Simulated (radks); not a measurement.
Sn IV, configuration [Kr] 4d10 4f1 (not the ground configuration). Calculated with a radial shooting solver on a logarithmic mesh with Libxc functionals: scalar-relativistic Kohn-Sham, AM05, spin-polarised, spherical densities, finite nucleus; open shells are filled with parallel spins first (spin-orbit coupling, left out, can overturn this in heavy ions); Fermi nuclear charge, rms radius 4.6519 fm.

Normalised radial functions P(r) = r R(r), r in bohr:

r	4s up	4d down
0.001836	0.0930	0.0000
0.002874	0.1334	0.0000
0.004498	0.1850	0.0001
0.00704	0.2425	0.0005
0.01102	0.2878	0.0018
0.01739	0.2807	0.0060
0.02721	0.1600	0.0193
0.04259	-0.1108	0.0571
0.06666	-0.4209	0.1494
0.1043	-0.4080	0.3232
0.1633	0.2017	0.5195
0.2556	0.7342	0.4847
0.4033	-0.0039	-0.0652
0.6312	-1.1811	-0.8197
0.9879	-1.0274	-1.0252
1.546	-0.2871	-0.6106
2.42	-0.0226	-0.1737
3.788	-0.0003	-0.0180
5.929	0.0000	-0.0004
9.354	0.0000	0.0000

4s up: eigenvalue -167.62 eV, 3 radial nodes at r = 0.0364, 0.145, 0.403 bohr, <r> = 0.818 bohr, 90 % of the charge inside 1.18 bohr. 4d down: eigenvalue -59.255 eV, 1 radial node at r = 0.388 bohr, <r> = 1.07 bohr, 90 % of the charge inside 1.65 bohr.
